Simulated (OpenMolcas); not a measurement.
## Ar⁶⁺: effect of the active space

| Quantity | Value |
| --- | --- |
| Program | OpenMolcas 26.06 |
| Method | XMS-CASPT2 or its RAS form, IPEA 0.25 Eh, imaginary shift 0.1 Eh |
| Basis | ANO-RCC-VTZP |
| Scalar Hamiltonian | DKH2, point nucleus |
| Spin-orbit coupling | RASSI with atomic mean-field integrals over the reference wave functions, term energies averaged over their components |

A. 2 electrons in 4 orbitals (3s 3p); 2S+1 = 3 even, 3 roots; 2S+1 = 1 even, 7 roots (6 in the spin-orbit step); 2S+1 = 3 odd, 3 roots; 2S+1 = 1 odd, 3 roots; closed shells correlated: 2s 2p; CASPT2 step about 2 core-seconds
B. 2 electrons in 9 orbitals (RAS2 3s 3p; RAS3 3d, at most 2 electrons); 2S+1 = 3 even, 3 roots; 2S+1 = 1 even, 7 roots; 2S+1 = 3 odd, 3 roots; 2S+1 = 1 odd, 3 roots; closed shells correlated: 2s 2p; CASPT2 step about 6 core-seconds

Energies in cm-1 above 3s2 1S0, the measured ground level; measured values from Saloman, J. Phys. Chem. Ref. Data 39, 033101 (2010).

| Level | A | B | Measured |
| --- | --- | --- | --- |
| 3s2 1S0 | 0.0 | 0.0 | 0.0 |
| 3s 3p 3P* 0 | 112980 | 112770 | 113101 |
| 3s 3p 3P* 1 | 113740 | 113520 | 113906 |
| 3s 3p 3P* 2 | 115320 | 115090 | 115590 |
| 3s 3p 1P* 1 | 174330 | 173170 | 170722 |

Deviations, from unrounded energies. A percentage is the sum of absolute deviations over the sum of measured energies, with the sign that they share, or ± where signs differ.

| Against measurement | Levels | A | B |
| --- | --- | --- | --- |
| mean absolute deviation (cm-1) | 4 | 1000 | 920 |
| other configurations (%) | 4 | ±0.8 | ±0.7 |

B lies closest to measurement on these levels. The largest miss of B in the table is 3s 3p 1P* 1, by +2500 cm-1. The ranking rests on the paired levels alone, and a cruder setting can come out closer through cancelling errors.

Between A and B the level of the table that moves most is 3s 3p 1P* 1, by 1200 cm-1 (lowest in B, highest in A). Moves below CASPT2's spread within the term are not significant.

Term energies are means over components that CASPT2 splits; among the terms shown or strongly mixed into the levels shown the widest spread is 11 cm-1 (3s 3p 1P*, A). Over all roots computed the reference weight is 0.85 to 1.00 in A; the roots of lowest weight are the least certain, and an intruder state may touch them. Active for correlation alone: 3d; no level in the range computed is led by a configuration that fills it, so any true level of that kind is missing (holds for B). Measured partners are found by configuration, term and J. A level has none where our copy of the source lacks it or the pairing is in doubt (some pairs that miss far off the trend of their configuration count as doubtful), and it then counts in no deviation. Only configurations of the active space appear. The table leaves out levels that lie high or whose names do not pair safely across all columns.

* marks odd parity.
